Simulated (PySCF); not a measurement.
# Stretching SmO

Set-up: basis Sm x2c-SVPall, O x2c-SVPall; spin-free X2C with a Gaussian nucleus; PySCF 2.14. Energies in eV from Sm (4f6 6s2) + O in their ground configurations at the same level. State: septet, about 5.6 electrons in the 4f shell (Mulliken), real f orbitals that mix terms.

All columns are PBE0. A positive dipole means Sm(−)O(+).

```
R (Å)  E (eV)  μ (D)  Mulliken charge on Sm (basis-dependent)  HOMO (eV)  LUMO (eV)  Mayer bond order   ⟨S²⟩
1.560  -3.982  -1.64                                     0.14      -3.73      -1.55              2.42  12.03
1.633  -4.758  -2.11                                     0.22      -3.82      -1.77              2.40  12.04
1.705  -5.192  -2.91                                     0.30      -3.84      -1.82              2.37  12.05
1.760  -5.349  -3.61                                     0.35      -3.87      -1.84              2.35  12.05
1.814  -5.393  -4.31                                     0.39      -3.90      -1.87              2.33  12.05
1.868  -5.346  -4.97                                     0.43      -3.94      -1.90              2.31  12.06
1.941  -5.175  -5.79                                     0.47      -4.00      -1.95              2.28  12.06
2.032  -4.842  -6.68                                     0.51      -4.09      -2.01              2.25  12.08
2.140  -4.338  -7.45                                     0.54      -4.20      -2.10              2.19  12.12
2.286  -3.616  -7.28                                     0.55      -4.25      -2.21              2.01  12.33
```

A fit through these points gives, at Re = 1.811 Å, μ = -4.27 D and dμ/dR = -12.6 D/Å; the reduced mass is 14.47 u.

**Question.** How strong is the fundamental in the double-harmonic approximation, I = 42.26·(dμ/dR)²/μred km/mol?

**Answer.** I = 42.26·(-12.6)²/14.47 = 464 km/mol at PBE0.

⟨S²⟩ of the unrestricted solution departs from its pure value on part of the curve, where spin states mix. These are scalar-relativistic numbers at best; spin–orbit coupling would shift them, the dissociation energy most. The state is the lowest single determinant that the PBE0 search found; with open d or f shells the true ground state can be another one.
